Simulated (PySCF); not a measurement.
A calculated (r2SCAN, PySCF 2.14, cc-pVDZ-DK, scalar relativity by spin-free X2C-1e) atom or ion has these occupied shells.

```
shell  electrons  orbital energy (eV)  rms radius, mean of both spins (bohr)
 1s α          1              -5382.1                                 0.0768
 1s β          1              -5382.1                                 0.0768
 2s α          1              -610.71                                  0.334
 2s β          1              -609.46                                  0.334
 2p α          3              -508.61                                  0.304
 2p β          3              -507.63                                  0.304
 3s α          1              -73.618                                   1.02
 3s β          1              -70.441                                   1.02
 3p α          3              -46.396                                   1.11
 3p β          3              -43.096                                   1.11
 3d α          3               -6.930                                   1.59
 4s α          1               -5.097                                   3.70
 4s β          1               -4.321                                   3.70
```

Name the element and its charge.

V (vanadium, neutral), in [Ar] 3d3 4s2, high-spin 4F determinant.
